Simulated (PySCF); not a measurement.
**Multinuclear NMR of C₆H₁₀O₄Si**

Mapped SMILES: `[O:1]=[C:2]([O:3][SiH3:4])[C:5](=[O:6])[O:7][CH:8]1[CH2:9][CH2:10][CH2:11]1`. Hydrogens are named by the atom that carries them. Ha(C9), Ha(C10), Ha(C11) are cis to O7 on the ring; Hb(C9), Hb(C10), Hb(C11) are trans to O7 on the ring.

Theoretical values (PySCF): GFN2-xTB geometry, shielding tensors at PBE0/pcSseg-1 (GIAO). Averaged over atoms made equivalent by symmetry, fast rotation or ring inversion, a single conformation, isolated molecule, relativity neglected.

Task: Predict the ²⁹Si NMR data.

Result: 
```csv
atoms,environment,σ (ppm),δ (ppm)
Si4,"silicon bonded to O, 3 H",385.7,-37.1
```

Shieldings were converted by a linear fit to measured shifts: ²⁹Si: δ = 279.94 − 0.822σ (rms 8.9 ppm, 72 shifts, 25.8 ppm with the 6 outliers that the fit left out vs TMS, solution or neat liquid). A few per cent of atoms miss by over 2 rms, more outside the fitted compound classes.

On a 500 MHz spectrometer ²⁹Si resonates near 99.3 MHz, so 1 ppm is 99.3 Hz.

Task: Predict the ¹⁷O NMR data.

Result: 
```
atoms             environment  σ (ppm)  δ (ppm)
   O1         carbonyl oxygen   -106.6    363.8
   O6   ester carbonyl oxygen    -84.5    343.7
   O7     ester alkoxy oxygen     90.2    184.5
   O3  oxygen bonded to C, Si    150.9    129.2
```

Shieldings were converted by a linear fit to measured shifts: ¹⁷O (scatter 10.7 ppm rms, 12.2 ppm with the 3 outliers that the fit left out vs liquid water, solution or neat liquid). A few per cent of atoms miss by over 2 rms, more outside the fitted compound classes.

On a 300 MHz spectrometer ¹⁷O resonates near 40.7 MHz, so 1 ppm is 40.7 Hz.
